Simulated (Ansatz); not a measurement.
`O[SiH](O)S[SiH3]` + `B[SiH](F)F` → `B[Si](F)(F)[SiH3]` + `O[SiH](O)S`  (formal exchange of groups at the Si–S bond)

Gas-phase electronic energies from Ansatz, PBE0-D4/def2-TZVP geometries. CBS: MP2 limit from def2 TZ/QZ plus the TZ coupled-cluster correction, frozen cores. DFT in def2-TZVPP. One conformer a species, not always the lowest.

```json
{"level": "BLYP-D4", "ΔE (eV)": "0.64"}
{"level": "r2SCAN0-D4", "ΔE (eV)": "0.74"}
{"level": "BHLYP", "ΔE (eV)": "0.75"}
{"level": "SCS-MP2/def2-QZVPP", "ΔE (eV)": "0.86"}
```

(1) What does CCSD(T)/CBS give? (Best estimate.)

Largest T1 diagnostic among the species: 0.013.

Answers

(1) Ansatz gave: +0.77 eV. The listed levels differ from it by -0.13, -0.03, -0.02, 0.09 eV.

At CCSD(T), def2-SVP lies −0.07 eV from the extrapolated value and def2-TZVPP −0.02 eV. Leaving LDA and LC-ωPBE aside and taking each functional with its dispersion term where it has one, the values, not all of them listed here, spread over 0.19 eV, from PBE-D4 to BHLYP-D4.
